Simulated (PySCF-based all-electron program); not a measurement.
The numbers below are computed, except where a source is named.
# WF6, singlet: all-electron forces

Method: all-electron DFT (in-house code on PySCF), basis-limit composite values; Koelling–Harmon scalar relativity, no spin–orbit coupling, spin-restricted. Forces are good to about 0.022 eV/Å. Atoms are numbered as listed.

Shape A:

```xyz
7

W     0.0000    0.0000    0.0000
F     0.0000    0.0000    1.8560
F     1.8560    0.0000    0.0000
F     0.0000    1.8560    0.0000
F    -1.8560    0.0000    0.0000
F     0.0000   -1.8560    0.0000
F     0.0000    0.0000   -1.8560
```

PBE forces:

```csv
atom,Fx,Fy,Fz (eV/Å)
W1,0.000,0.000,0.000
F2,0.000,0.000,-0.019
F3,-0.019,0.000,0.000
F4,0.000,-0.019,0.000
F5,0.019,0.000,0.000
F6,0.000,0.019,0.000
F7,0.000,0.000,0.019
```

Task: What forces does r2SCAN give in shape A?

Result: The forces move by 0.593 eV/Å (r.m.s. over the atoms) from PBE.

```json
{"atom": "W1", "Fx": "0.000", "Fy": "0.000", "Fz (eV/Å)": "0.000"}
{"atom": "F2", "Fx": "0.000", "Fy": "0.000", "Fz (eV/Å)": "-0.660"}
{"atom": "F3", "Fx": "-0.660", "Fy": "0.000", "Fz (eV/Å)": "0.000"}
{"atom": "F4", "Fx": "0.000", "Fy": "-0.660", "Fz (eV/Å)": "0.000"}
{"atom": "F5", "Fx": "0.660", "Fy": "0.000", "Fz (eV/Å)": "0.000"}
{"atom": "F6", "Fx": "0.000", "Fy": "0.660", "Fz (eV/Å)": "0.000"}
{"atom": "F7", "Fx": "0.000", "Fy": "0.000", "Fz (eV/Å)": "0.660"}
```

Shape B:

```tsv
atom	x (Å)	y (Å)	z (Å)
W	0.0000	0.0000	0.0000
F	0.0000	0.0000	2.0416
F	1.8560	0.0000	0.0000
F	0.0000	1.8560	0.0000
F	-1.8560	0.0000	0.0000
F	0.0000	-1.8560	0.0000
F	0.0000	0.0000	-1.8560
```

Against shape A, W1–F2 goes from 1.856 to 2.042 Å.

PBE forces:

```csv
atom,Fx,Fy,Fz (eV/Å)
W1,0.000,0.000,2.758
F2,0.000,0.000,-3.398
F3,-0.221,0.000,0.069
F4,0.000,-0.221,0.069
F5,0.221,0.000,0.069
F6,0.000,0.221,0.069
F7,0.000,0.000,0.363
```

Task: What forces does r2SCAN give in shape B?

Result: The forces move by 0.594 eV/Å (r.m.s. over the atoms) from PBE.

```tsv
atom	Fx	Fy	Fz (eV/Å)
W1	0.000	0.000	2.665
F2	0.000	0.000	-3.969
F3	-0.873	0.000	0.070
F4	0.000	-0.873	0.070
F5	0.873	0.000	0.070
F6	0.000	0.873	0.070
F7	0.000	0.000	1.025
```

Shape C:

```
atom    x (Å)    y (Å)    z (Å)
   W   0.0000   0.0000   0.0000
   F   0.0000   0.0000   1.6704
   F   1.8560   0.0000   0.0000
   F   0.0000   1.8560   0.0000
   F  -1.8560   0.0000   0.0000
   F   0.0000  -1.8560   0.0000
   F   0.0000   0.0000  -1.8560
```

Against shape A, W1–F2 goes from 1.856 to 1.670 Å.

PBE forces:

```tsv
atom	Fx	Fy	Fz (eV/Å)
W1	0.000	0.000	-8.275
F2	0.000	0.000	9.043
F3	0.259	0.000	-0.049
F4	0.000	0.259	-0.049
F5	-0.259	0.000	-0.049
F6	0.000	-0.259	-0.049
F7	0.000	0.000	-0.571
```

Task: What forces does r2SCAN give in shape C?

Result: The forces move by 0.591 eV/Å (r.m.s. over the atoms) from PBE.

```json
{"atom": "W1", "Fx": "0.000", "Fy": "0.000", "Fz (eV/Å)": "-8.192"}
{"atom": "F2", "Fx": "0.000", "Fy": "0.000", "Fz (eV/Å)": "8.347"}
{"atom": "F3", "Fx": "-0.369", "Fy": "0.000", "Fz (eV/Å)": "-0.049"}
{"atom": "F4", "Fx": "0.000", "Fy": "-0.369", "Fz (eV/Å)": "-0.049"}
{"atom": "F5", "Fx": "0.369", "Fy": "0.000", "Fz (eV/Å)": "-0.049"}
{"atom": "F6", "Fx": "0.000", "Fy": "0.369", "Fz (eV/Å)": "-0.049"}
{"atom": "F7", "Fx": "0.000", "Fy": "0.000", "Fz (eV/Å)": "0.041"}
```
